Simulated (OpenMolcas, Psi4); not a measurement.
The same job for OpenMolcas

This Psi4 1.11 job computes GeCl2 (germanium dichloride):

calc.in:
```
memory 2200 mb

molecule {
  0 1
  Cl
  Ge 1 R2
  Cl 2 R3 1 A3

  R2 = 2.181625
  R3 = 2.18156
  A3 = 99.98869
  symmetry c1
  no_reorient
  no_com
}

set basis aug-cc-pVDZ
set puream true
set e_convergence 1e-09
set d_convergence 1e-08
set scf_type pk
set dft_radial_points 99
set dft_spherical_points 590

e_tot, wfn = energy('scf', dft_functional={"name": "SVWN5", "x_functionals": {"LDA_X": {}}, "c_functionals": {"LDA_C_VWN": {}}}, return_wfn=True)
oeprop(wfn, 'LOWDIN_CHARGES', 'MAYER_INDICES', 'DIPOLE', title='SCF')
print_variables()
```

```bash
$ psi4 -n 1 calc.in calc.out
```

Geometry: relaxed at PBE0-D4/def2-TZVP.

It gives a total energy of -2991.369467 Eh.

Task: Translate the job to OpenMolcas 26.06 as an input file of the program's own, asking for the gradient.

Result: This input was run:

job.inp:
```
&GATEWAY
  BASLIB=$CurrDir
  COORD
  3
  angstrom
  Cl      -0.065420      -1.681680       0.422740
  Ge      -0.421210       0.067170      -0.832020
  Cl       0.486630       1.614500       0.409270
  BASIS=aug-cc-pVDZ
  GROUP=NoSym

&SEWARD
  GRIDINPUT
  Grid=UltraFine
  End of Grid

&SCF
  KSDFT=SVWN5
  THRESHOLDS=1e-10 1e-07 1e-07 1e-05
  PRORBITALS=1 1

&ALASKA
```

```bash
$ export MOLCAS_MEM=1860
$ pymolcas job.inp > job.log
```

(Basis files named in the input come from the Basis Set Exchange and aren't shown.)

Its energy is -2991.369466 Eh, the same as the first but for the last digit, at most.
